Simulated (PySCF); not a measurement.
## Radial density of I (iodine, neutral)

UHF, [Kr] 4d10 5s2 5p5, 2P determinant. Calculation: PySCF 2.14, in aug-cc-pVTZ-PP with one added diffuse shell each of d, f type with ECP28MDF (6s5p5d3f, 67 functions); a scalar-relativistic core potential. This is the valence pseudo-density: the core potential removes the inner electrons and smooths the orbitals near the nucleus.

```tsv
r (bohr)	4πr²ρ (e/bohr)	4πr²(ρα − ρβ)
0.00215	1.419e-05	0.0000
0.00362	3.912e-05	0.0000
0.00608	0.0001032	0.0000
0.0102	0.0002456	0.0000
0.0172	0.0004935	0.0000
0.0289	0.0008635	0.0000
0.0487	0.001357	0.0000
0.0819	0.003691	0.0000
0.138	0.02679	0.0001
0.232	0.3495	0.0016
0.390	5.532	0.0299
0.655	26.53	0.0872
1.10	13.31	0.0316
1.85	4.549	0.5310
3.12	1.557	0.2494
5.25	0.09362	0.0108
8.82	0.0002932	0.0000
```

Energies and moments cover only the electrons outside the core potential.
